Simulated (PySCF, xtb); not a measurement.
C2H6BFO2, SMILES OCB(F)CO. The values are those of a single conformer.

Harmonic wavenumbers (cm⁻¹) from xtb 6.7.1 with GFN2-xTB at its own minimum, in rising order: 61, 77, 144, 205, 224, 250, 312, 349, 557, 652, 741, 831, 998, 1065, 1112, 1147, 1158, 1233, 1240, 1272, 1335, 1337, 1445, 1450, 2810, 2813, 2953, 2956, 3553, 3554.

Question: What does PBE-D3(BJ)/def2-SVP (PySCF) give at its own minimum? (Estimate from the structure and the level; the computed values follow.)

Answer: 69, 101, 153, 207, 257, 261, 330, 351, 582, 603, 750, 875, 993, 1065, 1090, 1156, 1176, 1239, 1288, 1304, 1339, 1356, 1396, 1402, 2811, 2811, 2978, 2980, 3701, 3702. Paired by order, the mean absolute difference is 28 cm⁻¹ and the zero-point energies are 54.1 and 54.8 kcal/mol.
